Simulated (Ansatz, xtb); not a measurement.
## Relative energy of two isomers of C7H10N+

Structure a is `Cc1ccccc1[NH3+]`, a singlet and structure b is `Cc1ccc[n+](C)c1`, a singlet. Both are isolated ions in the gas phase, relaxed with B3LYP-D3(BJ)/def2-SVP.

Quicker runs give these differences E(b) − E(a): GFN2-xTB −24.6 kcal/mol; HF/STO-3G −16.1 kcal/mol (at GFN2-xTB geometries); r2SCAN-D4/def2-SVP −7.2 kcal/mol (at GFN2-xTB geometries).

Estimate E(b) − E(a) at the level CCSD(T)/def2-SVP + ΔMP2/def2-TZVPP.

Calculated at CCSD(T)/def2-SVP + ΔMP2/def2-TZVPP: E(b) − E(a) = −6.6 kcal/mol, so structure b lies lower.

The same difference at several levels:

```csv
level,geometry,E(b) − E(a) (kcal/mol),departure from the last row (kcal/mol),"job, with rough time for the two"
GFN2-xTB,GFN2-xTB,−24.6,−18.0,"optimisation, 0.13 s"
HF/STO-3G,GFN2-xTB,−16.1,−9.6,"single point, 0.48 s"
r2SCAN-D4/def2-SVP,GFN2-xTB,−7.2,−0.6,"single point, 4.7 s"
B3LYP-D3(BJ)/def2-SVP,B3LYP-D3(BJ)/def2-SVP,−8.3,−1.8,"optimisation, 2 min"
HF/def2-SVP,B3LYP-D3(BJ)/def2-SVP,−9.8,−3.2,part of the CCSD(T) run
MP2/def2-SVP,B3LYP-D3(BJ)/def2-SVP,−7.1,−0.6,part of the CCSD(T) run
CCSD(T)/def2-SVP,B3LYP-D3(BJ)/def2-SVP,−8.4,−1.9,single point
CCSD(T)/def2-SVP + ΔMP2/def2-TZVPP,B3LYP-D3(BJ)/def2-SVP,−6.6,,"single point, 2.2 min"
```

As drawn, b has 2 C∷N, 3 C–H in place of 2 C∷C, 3 N–H (∷ is an aromatic bond).

The levels shown agree on the order. The largest departure from CCSD(T)/def2-SVP + ΔMP2/def2-TZVPP is that of GFN2-xTB, 18.0 kcal/mol. The last row adds to CCSD(T) the change of the MP2 difference between the two basis sets, here +1.9 kcal/mol.

With thermal terms from frequencies at re-optimised GFN2-xTB minima (ideal gas, soft modes damped towards free rotors, one conformer each, 298.15 K, 1 atm): the zero-point term adds −0.1 kcal/mol; ΔH is −6.7 and ΔG −7.0 kcal/mol.

The correlated steps freeze 8 core orbitals. Codes used: Ansatz 0.2.0, xtb 6.7.1; the last row on 4 threads of Arm Neoverse V1 on a shared host.
